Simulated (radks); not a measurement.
The carbon anion C4-, [Ne], held by a Watson sphere: a shell of charge +4.15 at radius R that stands for the Madelung well of a crystal (potential energy -4.15/R inside, -4.15/r outside, in hartree with lengths in bohr). Calculated with a radial shooting solver on a logarithmic mesh with Libxc functionals: scalar-relativistic Kohn-Sham, PBE, spin-polarised, spherical densities, point nucleus. Response by self-consistent Sternheimer equations with the Hartree and adiabatic LDA kernel, the relativistic mass of each level held fixed and spin-orbit coupling left out. The sphere does not respond.

| R (bohr) | e(1s) (eV) | e(2s) (eV) | e(2p) (eV) | <r> 2p (bohr) | sum of <r^2> (bohr^2) | X-ray form factor at sin(theta)/lambda = 0.3 1/angstrom | alpha (bohr^3) |
|---|---|---|---|---|---|---|---|
| 1.65 | -266.17 | -19.608 | -10.475 | 1.749 | 28.66 | 2.844 | 14.71 |
| 2.11 | -267.39 | -16.898 | -8.651 | 2.016 | 37.43 | 2.490 | 25.65 |
| 2.57 | -268.49 | -14.789 | -7.224 | 2.278 | 47.09 | 2.382 | 42.91 |
| 2.81 | -268.90 | -13.921 | -6.611 | 2.415 | 52.53 | 2.378 | 55.44 |
| 2.86 | -268.97 | -13.759 | -6.493 | 2.444 | 53.70 | 2.380 | 58.42 |
| 3.16 | -269.31 | -12.905 | -5.857 | 2.618 | 61.01 | 2.398 | 79.41 |
| 3.75 | -269.68 | -11.738 | -4.898 | 2.970 | 77.06 | 2.437 | 139.3 |
| 3.79 | -269.70 | -11.680 | -4.845 | 2.994 | 78.23 | 2.439 | 144.4 |
